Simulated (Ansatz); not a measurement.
Q: Name a neutral molecule of B, C, Cl, Ga and H with HOMO–LUMO gap (ωB97M-V/def2-TZVPP) between 8.90 and 9.20 eV and LUMO energy (PBE0/def2-TZVPP) between -2.00 and -1.70 eV (Ansatz, PBE0-D4/def2-TZVP geometry).

A: `[CH3][Ga]([CH3])[BH]Cl` (9.17 eV, -1.81 eV). Other molecules can fit too; these were computed, each in one conformer that needn't be the lowest.
